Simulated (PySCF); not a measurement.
GaH₅O₂Si, SMILES [OH][Ga]([SiH3])[OH].

The structure is a stationary point at B3LYP-D3(BJ)/def2-SVP. The structure was generated by enumeration; whether it is a known compound was not checked. One conformer was computed; it need not be the lowest.

Method: TDDFT-B3LYP/def2-SVPD run with PySCF.

Vertical excitations. The molecule is in vacuum.

Computed UV-visible absorptions:
```csv
state,energy (eV),λ (nm),f,main pairs
S1,6.21,200,0.000,"HOMO−2→LUMO 43 %, HOMO−1→LUMO+1 31 %, HOMO−1→LUMO 21 %"
S2,6.25,199,0.001,"HOMO−1→LUMO 49 %, HOMO−2→LUMO+1 22 %, HOMO−2→LUMO 22 %"
S3,6.25,198,0.029,HOMO→LUMO 92 %
S4,6.26,198,0.000,"HOMO−1→LUMO+1 63 %, HOMO−2→LUMO 34 %"
S5,6.62,187,0.161,"HOMO→LUMO+1 81 %, HOMO−3→LUMO 17 %"
S6,6.94,179,0.079,HOMO−3→LUMO+1 90 %
S7,6.95,178,0.115,"HOMO−2→LUMO+1 67 %, HOMO−1→LUMO 23 %"
S8,7.10,175,0.262,"HOMO−3→LUMO 77 %, HOMO→LUMO+1 16 %"
S9,7.47,166,0.055,"HOMO→LUMO+2 49 %, HOMO−4→LUMO 45 %"
S10,7.51,165,0.009,HOMO−1→LUMO+2 97 %
T1,5.31,233,0,HOMO→LUMO 98 %
T2,5.69,218,0,HOMO−1→LUMO 96 %
T3,5.91,210,0,HOMO→LUMO+1 92 %
T4,5.93,209,0,"HOMO−1→LUMO+1 80 %, HOMO−2→LUMO 15 %"
```
Triplets are in the Tamm–Dancoff approximation, which puts them higher than full response would, so one can lie above its singlet here.
